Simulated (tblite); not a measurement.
Species: C₅H₁₁NSi.
SMILES with atom numbers: `[CH:1]#[C:2][CH2:3][C@@H:4]([CH3:5])[NH:6][SiH3:7]` (hydrogens: H8 on C1; H9, H10 on C3; H11 on C4; H12, H13, H14 on C5; H15 on N6; H16, H17, H18 on Si7)

Structure optimised with GFN2-xTB, isolated species.

(1) Give the optimised bond lengths and angles.

Answers

(1) 
```json
{"bond": "C1≡C2", "length (Å)": "1.197", "order": "triple"}
{"bond": "C2–C3", "length (Å)": "1.448", "order": "single"}
{"bond": "C3–C4", "length (Å)": "1.542", "order": "single"}
{"bond": "C4–C5", "length (Å)": "1.530", "order": "single"}
{"bond": "C4–N6", "length (Å)": "1.442", "order": "single"}
{"bond": "N6–Si7", "length (Å)": "1.714", "order": "single"}
{"bond": "C1–H8", "length (Å)": "1.049", "order": "single"}
{"bond": "C3–H9", "length (Å)": "1.093", "order": "single"}
{"bond": "C3–H10", "length (Å)": "1.093", "order": "single"}
{"bond": "C4–H11", "length (Å)": "1.096", "order": "single"}
{"bond": "C5–H12, C5–H13, C5–H14", "length (Å)": "1.088", "order": "single"}
{"bond": "N6–H15", "length (Å)": "1.010", "order": "single"}
{"bond": "Si7–H16, Si7–H17", "length (Å)": "1.462", "order": "single"}
{"bond": "Si7–H18", "length (Å)": "1.474", "order": "single"}
```

Bonds in one row agree within 0.01 Å and their mean is given. Orders are formal, as drawn. A selection of angles:
```json
{"angle": "C2–C1–H8", "degrees": "178.4"}
{"angle": "C1–C2–C3", "degrees": "177.6"}
{"angle": "C2–C3–C4", "degrees": "111.3"}
{"angle": "C2–C3–H9", "degrees": "108.9"}
{"angle": "C2–C3–H10", "degrees": "109.3"}
{"angle": "C4–C3–H9", "degrees": "108.9"}
{"angle": "C4–C3–H10", "degrees": "109.7"}
{"angle": "H9–C3–H10", "degrees": "108.6"}
{"angle": "C3–C4–C5", "degrees": "110.6"}
{"angle": "C3–C4–N6", "degrees": "109.4"}
{"angle": "C3–C4–H11", "degrees": "108.4"}
{"angle": "C5–C4–N6", "degrees": "112.4"}
{"angle": "C5–C4–H11", "degrees": "108.8"}
{"angle": "N6–C4–H11", "degrees": "107.1"}
{"angle": "C4–C5–H12", "degrees": "109.8"}
{"angle": "C4–C5–H13", "degrees": "110.7"}
{"angle": "H12–C5–H13", "degrees": "108.8"}
{"angle": "C4–N6–Si7", "degrees": "124.6"}
{"angle": "C4–N6–H15", "degrees": "110.7"}
{"angle": "Si7–N6–H15", "degrees": "118.5"}
{"angle": "N6–Si7–H16", "degrees": "105.9"}
{"angle": "N6–Si7–H17", "degrees": "104.3"}
{"angle": "N6–Si7–H18", "degrees": "116.0"}
{"angle": "H16–Si7–H17", "degrees": "113.3"}
{"angle": "H16–Si7–H18", "degrees": "108.0"}
{"angle": "H17–Si7–H18", "degrees": "109.5"}
```

Dihedral angles: C2–C3–C4–C5 -63° (synclinal); C3–C4–N6–Si7 151° (antiperiplanar).

Si7 (SiH3 silicon) is distorted tetrahedral (angles from 104.3° to 116.0°). The C–C distances run from 1.197 Å (C1≡C2, drawn triple) to 1.542 Å (C3–C4, drawn single), a spread of 0.345 Å. N6 (silicon-bound nitrogen) has angles 124.6°, 118.5° and 110.7°, sum 353.9°, 0.19 Å off the plane of its three neighbours. Of the pairs four or more bonds apart, C2···H15 is among the closest relative to their van der Waals radii: 2.53 Å, 87 % of the sum of Bondi's values.

Point group: C1 (no symmetry element, even within 0.4 Å). Its GFN2-xTB frequencies are all real (lowest 59 cm⁻¹). The numbers are those of one conformer. 3 starts were optimised and ended at 0.00, 0.13 and 0.14 kcal/mol (GFN2-xTB); the lowest of these is shown.

Time: 0.99 s wall. Hardware: one thread, Arm Neoverse V1 (aarch64), no GPU, shared host with 32 logical CPUs at a one-minute load of 29. That covers the optimisation of the geometry.

All values are computed, not measured.
